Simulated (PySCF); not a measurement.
# TlH, MP2: how much the basis matters

PySCF, RHF reference; singlet, unpaired electrons none; De to Tl + H without counterpoise correction. Frozen cores follow the default of each basis and core potential.

| basis | relativity | functions | Re (Å) | ωe (cm⁻¹) | De (eV) | frozen orbitals |
| --- | --- | --- | --- | --- | --- | --- |
| cc-pVDZ-PP/cc-pVDZ | scalar-relativistic core potentials | 28 | 1.884 | 1437 | 2.23 | 4 |
| def2-SVP | scalar-relativistic core potentials | 31 | 1.887 | 1428 | 2.20 | 4 |
| def2-SVPD | scalar-relativistic core potentials | 40 | 1.892 | 1397 | 2.30 | 4 |
| aug-cc-pVDZ-PP/aug-cc-pVDZ | scalar-relativistic core potentials | 41 | 1.891 | 1393 | 2.32 | 4 |
| def2-TZVPP | scalar-relativistic core potentials | 64 | 1.884 | 1427 | 2.36 | 4 |

Problem. How does each smaller set differ from the one with most functions, def2-TZVPP?

Solution. cc-pVDZ-PP/cc-pVDZ: +0.0 pm, +0.7 % in ωe, -0.13 eV in De; def2-SVP: +0.3 pm, +0.1 % in ωe, -0.16 eV in De; def2-SVPD: +0.8 pm, -2.1 % in ωe, -0.06 eV in De; aug-cc-pVDZ-PP/aug-cc-pVDZ: +0.7 pm, -2.4 % in ωe, -0.04 eV in De. All at MP2; the set with most functions is neither the basis-set limit nor always the best.

Correlated steps freeze 4 core orbitals. Correlated levels converge slowly with the basis: in double zeta they bind strong bonds too weakly, by up to about 1 eV, and carry superposition errors of some tenths. These are scalar-relativistic numbers at best; spin–orbit coupling would shift them, the dissociation energy most. Where the molecule has an RHF reference, its open-shell atoms are computed with UHF.
